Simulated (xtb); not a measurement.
Harmonic IR lines of one isomer of C₁₀H₁₀Si, unscaled. These are xtb with GFN2-xTB values and carry that method's errors.

wavenumber (cm⁻¹): 549 (w), 594 (w), 719 (vw), 776 (m), 788 (vs), 906 (w), 1050 (vw), 1197 (vw), 1582 (w), 1592 (w), 2239 (s), 2249 (m), 2267 (m), 3015 (w), 3031 (vw), 3047 (w), 3117 (vw), 3133 (w), 3138 (w)

**Question.** Which structure gives these lines?
A) `[SiH3]c1cccc2cccc-2c1`
B) `[SiH3]c1ccc2cccc-2cc1`
C) `[SiH3]c1cc2cccccc-2c1`
D) `[SiH3]c1ccccc2cccc1-2`

**Answer.** A, `[SiH3]c1cccc2cccc-2c1`
